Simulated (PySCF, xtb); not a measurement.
Ta(O)(Cl)2(Me) (CH3Cl2OTa), SMILES [Cl][Ta](=[O])([CH3])[Cl], multiplicity 1.

GFN2-xTB run with xtb 6.7.1 at its own geometry gives an orbital gap of 2.89 eV and a dipole moment of 4.51 D.

The structure is a stationary point at B3LYP-D3(BJ)/def2-SVP. The multiplicity is an assumed one; no other spin state was optimised. The structure was generated by enumeration; whether it is a known compound was not checked. The def2 effective core potentials stand for the cores of Ta; spin–orbit coupling is left out.

### Question
What does B3LYP/def2-TZVP (PySCF) give? (The exact figures need the calculation; the answer reports its results.)

### Answer
gap 6.11 eV (levels -8.93 and -2.82 eV), dipole 2.34 D.
